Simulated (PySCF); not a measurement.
Ge(F)2(Me)2 (C2H6F2Ge), SMILES [CH3][Ge]([CH3])([F])[F]. Coordinates come from a B3LYP-D3(BJ)/def2-SVP optimisation.

Computed equilibrium geometry at B3LYP-D3(BJ)/def2-SVP (PySCF confirms it by a frequency run) as a Z-matrix, and its point group:
point group C2v.
```
Ge
F 1 1.7464
F 1 1.7464 2 103.63
C 1 1.9378 2 107.99 3 114.39
H 4 1.0994 1 109.37 2 -55.73
H 4 1.1000 5 109.11 1 -120.43
H 4 1.1000 5 109.11 6 -119.13
C 1 1.9378 2 107.99 3 -114.39
H 8 1.0994 1 109.37 2 55.73
H 8 1.1000 9 109.11 1 120.43
H 8 1.1000 9 109.11 10 119.13
```
